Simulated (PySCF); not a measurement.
BF, SMILES [B]F (connectivity only; charge and spin as stated), charge +1, multiplicity 2.

The structure is a stationary point at PBE0-D3(BJ)/def2-TZVPD.

Two levels are set side by side: PBE/def2-TZVPD (PySCF) and CAM-B3LYP/def2-TZVPD (PySCF). Same geometry, gas phase. Differences are taken from unrounded values.

```json
[
 {"quantity": "α-spin orbital gap (eV)", "CAM-B3LYP": "11.92"},
 {"quantity": "β-spin orbital gap (eV)", "CAM-B3LYP": "12.92"},
 {"quantity": "mean polarisability (bohr³)", "CAM-B3LYP": "9.5"}
]
```

**Question.** What does PBE give, and how far is it from CAM-B3LYP? (An estimate is asked for; the answer gives what the named calculation found.)

**Answer.** 
```tsv
quantity	PBE	PBE minus CAM-B3LYP
α-spin orbital gap (eV)	6.25	-5.67
β-spin orbital gap (eV)	7.54	-5.37
mean polarisability (bohr³)	9.8	0.3
```

PBE's more diffuse valence density responds more strongly to a field. Differences between two approximate levels are no errors against the true value.

Rough cost on one machine, each run with all the roots and properties that it gave: CAM-B3LYP against PBE about 1/2.
